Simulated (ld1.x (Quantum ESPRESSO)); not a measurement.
**What one change does to a pseudopotential (oxygen (O), RRKJ)**

| Quantity | Value |
| --- | --- |
| Element | O (Z = 8) |
| Generator | ld1.x (Quantum ESPRESSO) 7.5 |
| Type | norm-conserving RRKJ (Kleinman–Bylander form) |
| Functional | PBE |
| Relativity | scalar-relativistic |
| Frozen core | [He] |
| Valence charge | 6 |
| Reference configuration | 2s2 2p4 |
| Partial waves | 2s (bound): rc 0.65 bohr; 2p (bound): rc 1.55 bohr |
| Local potential | all-electron potential smoothed inside 0.85 bohr (lloc = -1) |
| Core correction | none |
| rho0 | 0.001 |

All-electron outer shells of the reference configuration (PBE, scalar-relativistic, ld1.x):

```json
{"shell": "1s", "level (eV)": "-514.70", "outermost node (bohr)": "–", "outermost maximum (bohr)": "0.13"}
{"shell": "2s", "level (eV)": "-23.96", "outermost node (bohr)": "0.28", "outermost maximum (bohr)": "0.87"}
{"shell": "2p", "level (eV)": "-9.03", "outermost node (bohr)": "–", "outermost maximum (bohr)": "0.82"}
```

Change: all radii scaled by about 1.28 (s 0.84, p 1.98 bohr); local potential all-electron potential smoothed inside 1.08 bohr (lloc = -1).

Cutoffs: the cutoffs (Ry, on a coarse ladder) from which the occupation-weighted sum of valence levels, in a spherical-Bessel basis at the reference potential, stays within 10 and 1 mRy of its value at 400 Ry; they do not see the model core or the augmentation charge, which bear on the density cutoff. Errors are all-electron minus pseudo energies relative to the spin-unpolarised reference configuration.

Task: What does the change do?

Result: The number of tests that count goes from 6 to 7; of the 6 tests that both files solve, the error grows in 6 and shrinks in 0 by more than 15 % and 0.3 meV (median size 43.1 → 151.7 meV); neither file shows a bound ghost at the reference potential, the only one tested. More of the atom is replaced by a form fitted at one configuration, so other configurations suffer.

| quantity | base | changed |
| --- | --- | --- |
| cutoff, loose | 300 Ry | 140 Ry |
| cutoff, tight | over 300 Ry | 180 Ry |
| loose cutoff by channel (10 mRy a level) | s 260 Ry, p 45 Ry | s 120 Ry, p 30 Ry |
| bound ghosts | none | none |
| tests counted (converged, no solver errors) | 6 of 7 | 7 of 7 |
| error for 2s2 2p2, meV [ΔE 50.02 eV] | +258 | +807 |
| error for 2s2 2p1, meV [ΔE 103.89 eV] | +1123 | +3076 |
| error for 2s1 2p4, meV [ΔE 31.66 eV] | -68 | -207 |
| error for 2s0 2p6, meV [ΔE 29.94 eV] | +18 | -96 |
| error for 2s2 2p3.5, meV [ΔE 6.29 eV] | +3.1 | +14 |
| error for 2s1 2p5, meV [ΔE 14.95 eV] | +4.1 | -25 |

Base: Tests not counted: 2s2 2p3 (pseudo-atom not self-consistent, printed error +25 meV). ld1.x printed “convergence not achieved” for 3 of the counted tests; their residual had stalled under 1e-8, short of the target of 1e-14. Changed file: ld1.x printed “convergence not achieved” for 4 of the counted tests; their residual had stalled under 1e-8, short of the target of 1e-14.
